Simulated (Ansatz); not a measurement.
A search over several starts for the lowest SCF solution of SnO2⁻ at the given spin, in a small basis.

```yaml
crystal:
  periodic: [false, false, false]
  atoms:
    - {symbol: Sn, position_ang: [-0.640551, 0.671214, -0.014022]}
    - {symbol: O, position_ang: [1.396573, 0.693484, 0.100987]}
    - {symbol: O, position_ang: [-0.756024, -1.364699, -0.086965]}
basis:
  gaussian: {orbitals: def2-SVP, initial_orbitals: start.molden}
total_charge: -1
magnetization: {spin_polarized: true, initial_magnetization: 3}
hamiltonian: {xc: pbe0, dispersion: d4}
output: {orbitals: {seedname: orbitals}}
```

The file start.molden holds the orbitals of an earlier run on this structure, at another level or in another basis.

```sh
$ ansatz run in.yaml --threads 4 --pin off --events-out ev --progress --plain --max-ram 3916MiB
```

Output, abridged:

```
Functional definition: PBE0
594 factors; integrals over basis functions are off by at most 1.9e-4 eV
mean field evaluation 1: about -9914.0902 eV, gradient 2.8e1 eV
mean field evaluation 2: about -9914.6556 eV, gradient 8.8e-1 eV
mean field evaluation 4: about -9914.7259 eV, gradient 2.7e-1 eV
mean field evaluation 8: about -9914.7264 eV, gradient 1.6e-5 eV
mean field evaluation 16: about -9914.6527 eV, gradient 6.8e-1 eV
mean field evaluation 32: about -9914.7264 eV, gradient 3.9e-5 eV
mean field -9914.72639774 eV, -364.3594746740 hartree, gradient 5.0e-6 eV, S^2 3.766835; 4 other end points of the search recorded, 0 dependent functions left out
reference -9914.72642108 eV, -364.3594755316 hartree; 21, 18 occupied and 33, 36 virtual orbitals, 594 factors
Total energy: -9914.78254212 eV, -364.3615379419 hartree
```

Hardware: 4 threads of Intel Xeon Platinum 8375C on a shared host. Wall time 1.3 s.

In the def2 sets Sn takes a core potential; there is no spin–orbit coupling. The highest occupied level of the charge -1 quartet lies above zero (up to 1.67 eV). The electron is either unbound and held by the finite basis, or the level is raised by self-interaction error. At PBE0-D4/def2-TZVPD a doublet of charge -1 lies 2.37 eV below the quartet, each at its own geometry. The structure comes from a short search, and lower isomers may exist.
